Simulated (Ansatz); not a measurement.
Ansatz (a quantum-chemistry and plane-wave program) input (CCSD(T)/def2-TZVPPD):
A basis named .json is the Basis Set Exchange file of that set.

Ansatz 0.2 input:
```yaml
crystal:
  periodic: [false, false, false]
  atoms:
    - {symbol: Na, position_ang: [-0.00000000, -0.00000000, -1.06477101]}
    - {symbol: O, position_ang: [0.00000000, 0.00000000, 1.19274953]}
    - {symbol: H, position_ang: [0.00000000, 0.00000000, 2.17048488]}
basis:
  gaussian:
    orbitals: def2-TZVPPD.json
total_charge: 1
magnetization: {spin_polarized: true, initial_magnetization: 1}
correlation: {method: ccsd_t, electrons: outside_noble_gas}
```

Output:

```
Functional definition: HF
integrals: 0.14 GiB planned
652 factors; integrals over basis functions are off by at most 1.2e-3 eV
mean field: 0.18 GiB planned
mean field evaluation 1: about -6448.1478 eV, gradient 3.7e1 eV
mean field evaluation 2: about -6448.1497 eV, gradient 3.7e1 eV
mean field evaluation 4: about -6452.3852 eV, gradient 1.1e0 eV
mean field evaluation 8: about -6452.3931 eV, gradient 6.0e-4 eV
mean field evaluation 16: about -6447.9475 eV, gradient 2.0e1 eV
mean field evaluation 32: about -6452.3875 eV, gradient 7.1e-1 eV
mean field -6452.39314446 eV, -237.1210744699 hartree, gradient 3.5e-6 eV, S^2 0.756882; 2 other end points of the search recorded, 0 dependent functions left out
6 core orbitals not correlated
reference -6452.39314446 eV, -237.1210744699 hartree; 4, 3 occupied and 82, 83 virtual orbitals, 652 factors
second order -5.39711809 eV of doubles, -0.00000000 eV of singles
coupled cluster: 0.36 GiB planned
cycle   1  -5.64635621 eV  change   -2.5e-1 eV  update   3.5e-2
cycle   2  -5.75171300 eV  change   -1.1e-1 eV  update   1.1e-2
cycle   3  -5.77407229 eV  change   -2.2e-2 eV  update   5.3e-3
cycle   4  -5.77266629 eV  change    1.4e-3 eV  update   1.9e-3
cycle   5  -5.77320530 eV  change   -5.4e-4 eV  update   8.0e-4
cycle   6  -5.77357221 eV  change   -3.7e-4 eV  update   2.7e-4
cycle   7  -5.77359716 eV  change   -2.5e-5 eV  update   9.3e-5
cycle   8  -5.77359696 eV  change    2.0e-7 eV  update   3.3e-5
cycle   9  -5.77359617 eV  change    7.9e-7 eV  update   1.2e-5
cycle  10  -5.77359168 eV  change    4.5e-6 eV  update   4.7e-6
perturbative correction -0.14006474 eV, -0.0051472841 hartree
Total energy: -6458.30680087 eV, -237.3383973345 hartree
```
